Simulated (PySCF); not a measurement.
## ReH6 relaxed at several levels

Computed with PySCF 2.14.0, def2-SVP on the ligands, density fitting, scalar-relativistic core potentials, no spin-orbit coupling, vacuum. Each row is relaxed at its own level from the same template. Distances are means of the shortest metal–ligand contacts, charges and spins Mulliken's; removal energies are rigid, with the ligand's formal charge and no counterpoise, so too large; for an anion taken off a cation in vacuum most of it is the attraction of opposite charges, and multiply charged cations can part far more cheaply with an electron moved from ligand to metal.

```tsv
level	basis on the metal	state	point group	M–H (Å)	charge on M (e)	spin on M (e)	dipole (D)	HOMO–LUMO gap (eV)	removal of one H (eV)	unstable modes (below −25 cm⁻¹)
TPSS	def2-SVP with ECP60	doublet	C3v	1.665	0.55	0.85	0.18	0.52	10.98	not given
```

Q: What does the calculation give for PBE, def2-SVP with ECP60?

A: state: doublet, point group: C3v, M–H (Å): 1.661, charge on M (e): 0.34, spin on M (e): 0.82, dipole (D): 0.01, HOMO–LUMO gap (eV): 0.24, removal of one H (eV): 11.08, unstable modes (below −25 cm⁻¹): 2.
```xyz
7

Re    0.0000    0.0000   -0.1447
H     1.0283    0.0000    1.1540
H    -0.5141    0.8905    1.1540
H    -0.5142   -0.8905    1.1540
H     1.5596    0.0000   -0.7307
H    -0.7798    1.3507   -0.7307
H    -0.7798   -1.3506   -0.7307
```

Members with unstable modes aren't minima as they stand: saddle points kept by symmetry or, where the modes are soft, flat surfaces and noise. Moved off a saddle point of the template and relaxed again: PBE, TPSS. One start shape was tried for each, so a minimum needn't be the lowest isomer. Open shells may have lower solutions than those found.
